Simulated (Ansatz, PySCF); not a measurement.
Ga(H)(SiH3)2 (GaH7Si2), SMILES [SiH3][GaH][SiH3].

Coordinates come from a ωB97X-D3(BJ)/def2-SVP optimisation.

Vertical ionisation energy (IE) and electron affinity (EA) in eV. Rows of orbital energies are one-electron estimates. Where ΔSCF, EOM or ADC give a negative EA the extra electron is unbound and the value depends on the basis.

```tsv
level	IE	EA
−ε(HOMO), −ε(LUMO), r2SCAN/def2-TZVP (PySCF)	6.51	3.02
−ε(HOMO), −ε(LUMO), PBE/def2-TZVP (PySCF)	6.29	3.19
ΔSCF, PBE0/def2-SVPD (Ansatz), final states of multiplicity 2 and 2	9.11	0.84
ΔSCF, PBE/def2-SVPD (Ansatz), final states of multiplicity 2 and 2	___	___
```

Task: What belongs in the gaps? (The exact figures need the calculation; the answer reports its results.)

Result: 
- ΔSCF, PBE/def2-SVPD (Ansatz, a first-principles code), final states of multiplicity 2 and 2, IE: 8.94
- ΔSCF, PBE/def2-SVPD (Ansatz), final states of multiplicity 2 and 2, EA: 0.85

Task: What vertical singlet–triplet gap does ΔSCF give with PBE0/def2-SVPD (Ansatz) and with PBE/def2-SVPD (Ansatz)? (Estimate from the structure and the level; the computed values follow.)

Result: 3.08 and 2.93 eV (triplet above singlet where positive).
